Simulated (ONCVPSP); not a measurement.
**LDA (Perdew-Wang 92) ONCV dataset for bromine (Br), scalar-relativistic all-electron reference.**

The input file (ONCVPSP 4.0.1):

```
# ATOM AND REFERENCE CONFIGURATION
# atsym  z   nc   nv     iexc    psfile
  Br 35.00    3    5  -001012      upf
#
#   n    l    f
    1    0    2.00
    2    0    2.00
    2    1    6.00
    3    0    2.00
    3    1    6.00
    3    2   10.00
    4    0    2.00
    4    1    5.00
#
# PSEUDOPOTENTIAL AND OPTIMIZATION
# lmax
    2
#
#   l,   rc,      ep,       ncon, nbas, qcut
    0    0.85    0.00    4    8   16.00
    1    0.85    0.00    4    7   16.90
    2    1.00    0.00    5    9   14.00
#
# LOCAL POTENTIAL
# lloc, lpopt,  rc(5),   dvloc0
    4    5    0.80    3.00
#
# VANDERBILT-KLEINMAN-BYLANDER PROJECTORs
# l, nproj, debl
    0    2    0.60
    1    3    2.30
    2    3    2.50
#
# MODEL CORE CHARGE
# icmod, fcfact, rcfact
    1    0.50    0.00
#
# LOG DERIVATIVE ANALYSIS
# epsh1, epsh2, depsh
  -10.00    5.00    0.04
#
# OUTPUT GRID
# rlmax, drl
    6.00    0.01
#
# TEST CONFIGURATIONS
# ncnf
    4
# nvcnf
#   n    l    f
    5
    3    0    2.00
    3    1    6.00
    3    2   10.00
    4    0    2.00
    4    1    4.00
#
    5
    3    0    2.00
    3    1    6.00
    3    2   10.00
    4    0    2.00
    4    1    3.00
#
    5
    3    0    2.00
    3    1    6.00
    3    2   10.00
    4    0    2.00
    4    1    2.00
#
    5
    3    0    1.00
    3    1    6.00
    3    2   10.00
    4    0    2.00
    4    1    5.00
#
```

Command:

```bash
oncvpsp.x < Br.dat > Br.out
```

The program printed (shortened: citation, most of the input echo, consistency checks and plot data are left out):

```
ONCVPSP  (Optimized Norm-Conservinng Vanderbilt PSeudopotential)
scalar-relativistic version 4.0.1

#   n    l    f        energy (Ha)
    1    0    2.00    -4.8861623E+02
    2    0    2.00    -6.3596222E+01
    2    1    6.00    -5.6147416E+01
    3    0    2.00    -8.7166957E+00
    3    1    6.00    -6.3652385E+00
    3    2   10.00    -2.4621334E+00
    4    0    2.00    -7.4674844E-01
    4    1    5.00    -2.9408599E-01

Reference configufation results
  iterations    24
  all-electron total energy (Ha)   -2.60311556D+03

Begin loop to  construct optimized pseudo wave functions
and semi-local pseudopoentials for all angular momenta

Calculating optimized projector #   1

 for l=   0

    Fraction of norm inside rc  0.916570
    Optimizing pswf for qcut=  15.99 a_B^-1,  ecut= 127.92 Ha
    Residual kinetic energy error=  6.80D-07 Ha

    Energy error per electron        Cutoff
         Ha          eV             Ha
         0.01000     0.27211       72.02
         0.00100     0.02721       90.23
         0.00010     0.00272      104.53
         0.00001     0.00027      115.37

Calculating optimized projector #   2

 for l=   0

    Fraction of norm inside rc  0.058653
    Optimizing pswf for qcut=  15.99 a_B^-1,  ecut= 127.92 Ha
    Residual kinetic energy error=  8.52D-07 Ha

    Energy error per electron        Cutoff
         Ha          eV             Ha
         0.01000     0.27211       61.31
         0.00100     0.02721       84.29
         0.00010     0.00272      101.94
         0.00001     0.00027      115.08

   Wellstate for l =  1  n =  5
     eigenvalue =   2.0059
     asymptotic potential =   2.5059
     half-point radius =  2.4325

Calculating optimized projector #   1

 for l=   1

    Fraction of norm inside rc  0.892685
    Optimizing pswf for qcut=  16.88 a_B^-1,  ecut= 142.48 Ha
    Residual kinetic energy error=  1.11D-07 Ha

    Energy error per electron        Cutoff
         Ha          eV             Ha
         0.01000     0.27211       64.68
         0.00100     0.02721       81.66
         0.00010     0.00272       97.13
         0.00001     0.00027      110.77

Calculating optimized projector #   2

 for l=   1

    Fraction of norm inside rc  0.036038
    Optimizing pswf for qcut=  16.88 a_B^-1,  ecut= 142.48 Ha
    Residual kinetic energy error=  7.09D-08 Ha

    Energy error per electron        Cutoff
         Ha          eV             Ha
         0.01000     0.27211       48.02
         0.00100     0.02721       65.48
         0.00010     0.00272       80.45
         0.00001     0.00027       92.83

Calculating optimized projector #   3

 for l=   1

    Fraction of norm inside rc  0.032670
    Optimizing pswf for qcut=  16.88 a_B^-1,  ecut= 142.48 Ha
    Residual kinetic energy error=  1.28D-07 Ha

    Energy error per electron        Cutoff
         Ha          eV             Ha
         0.01000     0.27211       48.92
         0.00100     0.02721       66.03
         0.00010     0.00272       80.39
         0.00001     0.00027       92.12

   Wellstate for l =  2  n =  4
     eigenvalue =   0.0379
     asymptotic potential =   0.5379
     half-point radius = 48.2827

   Wellstate for l =  2  n =  5
     eigenvalue =   2.5379
     asymptotic potential =   3.0379
     half-point radius =  2.7167

Calculating optimized projector #   1

 for l=   2

    Fraction of norm inside rc  0.909690
    Optimizing pswf for qcut=  13.99 a_B^-1,  ecut=  97.81 Ha
    Residual kinetic energy error=  1.92D-03 Ha

    Energy error per electron        Cutoff
         Ha          eV             Ha
         0.01000     0.27211       87.24
         0.00100     0.02721      127.82
         0.00010     0.00272      288.53
         0.00001     0.00027      322.13

Calculating optimized projector #   2

 for l=   2

    Fraction of norm inside rc  0.000109
    Optimizing pswf for qcut=  13.99 a_B^-1,  ecut=  97.81 Ha
    Residual kinetic energy error=  1.14D-06 Ha

    Energy error per electron        Cutoff
         Ha          eV             Ha
         0.01000     0.27211        0.11
         0.00100     0.02721       34.48
         0.00010     0.00272       63.82
         0.00001     0.00027       83.43

Calculating optimized projector #   3

 for l=   2

    Fraction of norm inside rc  0.053740
    Optimizing pswf for qcut=  13.99 a_B^-1,  ecut=  97.81 Ha
    Residual kinetic energy error=  1.38D-03 Ha

    Energy error per electron        Cutoff
         Ha          eV             Ha
         0.01000     0.27211       83.34
         0.00100     0.02721      100.04
         0.00010     0.00272      151.26
         0.00001     0.00027      324.01

Construct Vanderbilt / Kleinmman-Bylander projectors

B matrix Hermiticity error, ll=   0
   1   2    2.1718E-03

  Orthonormal projector coefficients  2.3096E+01 -6.7985E-01

B matrix Hermiticity error, ll=   1
   1   2    1.2248E-03
   1   3   -1.5832E-03
   2   3    1.2998E-04

  Orthonormal projector coefficients  4.9531E+00 -4.3252E+00 -2.7295E-01

B matrix Hermiticity error, ll=   2
   1   2    2.0546E-05
   1   3   -8.0518E-04
   2   3    6.2461E-06

  Orthonormal projector coefficients -9.9198E+01 -2.1120E+01 -7.7550E+00

Model core correction analysis
  based on d2Exc/dn_idn_j

d2excae - all-electron derivatives

   -4.832518D-02   -4.600554D-02   -3.967946D-02   -3.528462D-03
   -2.046369D-03
   -4.600561D-02   -4.506689D-02   -3.893790D-02   -3.541885D-03
   -2.099891D-03
   -3.967964D-02   -3.893802D-02   -3.893526D-02   -3.464676D-03
   -1.993867D-03
   -3.528500D-03   -3.541920D-03   -3.464706D-03   -8.605823D-04
   -4.047746D-04
   -2.046394D-03   -2.099913D-03   -1.993887D-03   -4.047760D-04
   -2.062396D-04

d2excps - pseudofunction derivatives with no core correction

   -5.146287D-02   -4.942112D-02   -4.441115D-02   -4.216514D-03
   -2.509892D-03
   -4.942124D-02   -4.814460D-02   -4.379190D-02   -4.137136D-03
   -2.469133D-03
   -4.441125D-02   -4.379196D-02   -4.217726D-02   -3.587155D-03
   -2.117146D-03
   -4.216611D-03   -4.137192D-03   -3.587189D-03   -9.524345D-04
   -4.608286D-04
   -2.509941D-03   -2.469170D-03   -2.117169D-03   -4.608301D-04
   -2.381703D-04

rms 2nd derivative error    2.428941E-03

Polynomial model core charge

d2excps - pseudofunction derivatives with core correction

   -4.493579D-02   -4.420752D-02   -4.197626D-02   -3.445337D-03
   -2.092576D-03
   -4.420753D-02   -4.362816D-02   -4.152079D-02   -3.527935D-03
   -2.112370D-03
   -4.197628D-02   -4.152079D-02   -4.083327D-02   -3.313785D-03
   -1.945312D-03
   -3.445366D-03   -3.527966D-03   -3.313814D-03   -8.605657D-04
   -4.115711D-04
   -2.092597D-03   -2.112391D-03   -1.945332D-03   -4.115726D-04
   -2.096628D-04

rms 2nd derivative error    1.379671E-03

Pseudoatom total energy -407.668099

Diagnostic tests using Vanderbilt-Kleinman-Bylander pseudopotentials
  1 or more projectors used as specified by nproj input data

   l    rcore       rmatch      e in        delta e   norm test  slope test

   0   0.8511195   0.8769613  -8.7166957  -0.0000359   1.0004514   1.0004417
   0   0.8511195   0.8769613  -0.7467484   0.0000509   1.0001159   1.0001116

   1   0.8511195   0.8769613  -6.3652385  -0.0001482   1.0003489   1.0003651
   1   0.8511195   0.8769613  -0.2940860   0.0000664   1.0002827   1.0001728
   1   0.8511195   0.8769613   2.0059140   0.0009862   1.0007257   1.0007257

   2   1.0003132   1.0306849  -2.4621334  -0.0000270   1.0002980   1.0003351
   2   1.0003132   1.0306849   0.0378666   0.0000274   1.0005014   1.0005014
   2   1.0003132   1.0306849   2.5378666   0.0001400   1.0004917   1.0004917

 Testing for bound ghosts
   n   l    E NL Schr. Eq   E Basis Diag.   E Cutoff

   1   0       -8.716732       -8.716725    364.11
   2   0       -0.746697       -0.501427    364.11

   2   1       -6.365387       -6.365354    419.26
   3   1       -0.294020        0.144387    419.26

   3   2       -2.462160       -2.461997    555.00

 Testing for highly-localized positive-energy ghosts
       l    <radius>/rc     E Basis Diag.   E Cutoff

Test configuration 0

   n   l     f        eae           eps        diff
   1   0  2.0000 -488.61623129
   2   0  2.0000  -63.59622155
   2   1  6.0000  -56.14741622
   3   0  2.0000   -8.71669569   -8.71673156   -3.59D-05
   3   1  6.0000   -6.36523848   -6.36538668   -1.48D-04
   3   2 10.0000   -2.46213337   -2.46216034   -2.70D-05
   4   0  2.0000   -0.74674844   -0.74669750    5.09D-05
   4   1  5.0000   -0.29408599   -0.29401961    6.64D-05

    Total energies and differences
      AE_ref= -2.60311556D+03  AE_tst= -2.60311556D+03  dif=  0.00D+00
      PS_ref= -4.07668099D+02  PS_tst= -4.07668099D+02  dif=  1.59D-12
      PSP excitation error= -1.59D-12

Test configuration 1

   n   l     f        eae           eps        diff
   1   0  2.0000 -489.03448699
   2   0  2.0000  -64.01094848
   2   1  6.0000  -56.56263978
   3   0  2.0000   -9.12914438   -9.12936736   -2.23D-04
   3   1  6.0000   -6.77757650   -6.77783364   -2.57D-04
   3   2 10.0000   -2.87380295   -2.87380302   -7.18D-08
   4   0  2.0000   -1.12422470   -1.12415665    6.81D-05
   4   1  4.0000   -0.64797327   -0.64787807    9.52D-05

    Total energies and differences
      AE_ref= -2.60311556D+03  AE_tst= -2.60264869D+03  dif=  4.67D-01
      PS_ref= -4.07668099D+02  PS_tst= -4.07201219D+02  dif=  4.67D-01
      PSP excitation error= -1.81D-06

Test configuration 2

   n   l     f        eae           eps        diff
   1   0  2.0000 -489.52047698
   2   0  2.0000  -64.49022595
   2   1  6.0000  -57.04283281
   3   0  2.0000   -9.60387381   -9.60451444   -6.41D-04
   3   1  6.0000   -7.25207254   -7.25259552   -5.23D-04
   3   2 10.0000   -3.34706733   -3.34704321    2.41D-05
   4   0  2.0000   -1.54601324   -1.54594997    6.33D-05
   4   1  3.0000   -1.04476420   -1.04465129    1.13D-04

    Total energies and differences
      AE_ref= -2.60311556D+03  AE_tst= -2.60180562D+03  dif=  1.31D+00
      PS_ref= -4.07668099D+02  PS_tst= -4.06358114D+02  dif=  1.31D+00
      PSP excitation error= -4.37D-05

Test configuration 3

   n   l     f        eae           eps        diff
   1   0  2.0000 -490.06524433
   2   0  2.0000  -65.02466228
   2   1  6.0000  -57.57865758
   3   0  2.0000  -10.13109651  -10.13242758   -1.33D-03
   3   1  6.0000   -7.77891541   -7.77989236   -9.77D-04
   3   2 10.0000   -3.87206153   -3.87201761    4.39D-05
   4   0  2.0000   -2.00278712   -2.00276260    2.45D-05
   4   1  2.0000   -1.47594795   -1.47583799    1.10D-04

    Total energies and differences
      AE_ref= -2.60311556D+03  AE_tst= -2.60054808D+03  dif=  2.57D+00
      PS_ref= -4.07668099D+02  PS_tst= -4.05100469D+02  dif=  2.57D+00
      PSP excitation error= -1.43D-04

Test configuration 4

   n   l     f        eae           eps        diff
   1   0  2.0000 -489.80175067
   2   0  2.0000  -64.65800357
   2   1  6.0000  -57.22020998
   3   0  1.0000   -9.63590500   -9.65357311   -1.77D-02
   3   1  6.0000   -7.27643577   -7.29048996   -1.41D-02
   3   2 10.0000   -3.35744862   -3.35443636    3.01D-03
   4   0  2.0000   -1.22516269   -1.22589677   -7.34D-04
   4   1  5.0000   -0.71577432   -0.71602179   -2.47D-04

    Total energies and differences
      AE_ref= -2.60311556D+03  AE_tst= -2.59395048D+03  dif=  9.17D+00
      PS_ref= -4.07668099D+02  PS_tst= -3.98491639D+02  dif=  9.18D+00
      PSP excitation error= -1.14D-02
```

The run took about 6 s on one core of a shared server CPU.
